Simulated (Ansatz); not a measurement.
Start from `C=C1O[Si]1(C)S` and change one atom or group to get `C=C1O[Si]1(C)N`.

Ansatz, PBE0-D4/def2-TZVP geometries, multiplicity 1. Each molecule was computed in one conformer, which needn't be the lowest.

| property | `C=C1O[Si]1(C)S` |
| --- | --- |
| HOMO energy (ωB97M-V/def2-TZVPP) / eV | -9.03 |
| HOMO–LUMO gap (B3LYP/def2-TZVPP) / eV | 6.32 |
| HOMO–LUMO gap (ωB97M-V/def2-TZVPP) / eV | 10.94 |
| size of the dipole moment (B3LYP/def2-TZVPP) / D | 1.96 |
| LUMO energy (B3LYP/def2-TZVPP) / eV | -0.24 |
| HOMO–LUMO gap (PBE0/def2-TZVPP) / eV | 6.80 |

(1) What does the change do to each property? (Best estimate.)

Answers

(1) Computed: 
```
                                        property  `C=C1O[Si]1(C)N`  shift
           HOMO energy (ωB97M-V/def2-TZVPP) / eV             -8.68   0.35
           HOMO–LUMO gap (B3LYP/def2-TZVPP) / eV              6.34   0.02
         HOMO–LUMO gap (ωB97M-V/def2-TZVPP) / eV             10.61  -0.33
size of the dipole moment (B3LYP/def2-TZVPP) / D              3.54   1.58
             LUMO energy (B3LYP/def2-TZVPP) / eV              0.12   0.36
            HOMO–LUMO gap (PBE0/def2-TZVPP) / eV              6.84   0.04
```

Dipoles are sizes alone; their direction can turn.

B3LYP here is the variant with VWN-RPA as its local correlation; programs differ in this.
